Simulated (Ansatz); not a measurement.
Ta(NH)(OSiH3)3 (TaSi3NO3H10). The state is a singlet with charge 0. Geometry PBE-D4/def2-SVP, basis def2-TZVP, Ansatz.

```csv
run,HOMO (eV),LUMO (eV)
A,-7.59,-0.51
B,-8.95,0.35
C,-6.54,-1.05
D,-6.27,-1.31
E,-6.20,-1.17
F,-10.33,1.53
```

In the def2 sets Ta takes a core potential; there is no spin–orbit coupling. LC-ωPBE has ω = 0.4 bohr⁻¹.

Task: The runs used CAM-B3LYP, LC-ωPBE, PBE, PBE0, r2SCAN, revPBE. Estimate which is which.

Result: A PBE0 (25 % exact exchange); B CAM-B3LYP (range-separated); C r2SCAN (0 % exact exchange); D PBE (0 % exact exchange); E revPBE (0 % exact exchange); F LC-ωPBE (range-separated). Exact exchange lowers occupied and raises empty levels; among semilocal functionals meta-GGAs tend to open the gap a little, and such runs are hard to tell apart. The gap grows from 4.96 eV (PBE) to 11.86 eV (LC-ωPBE).
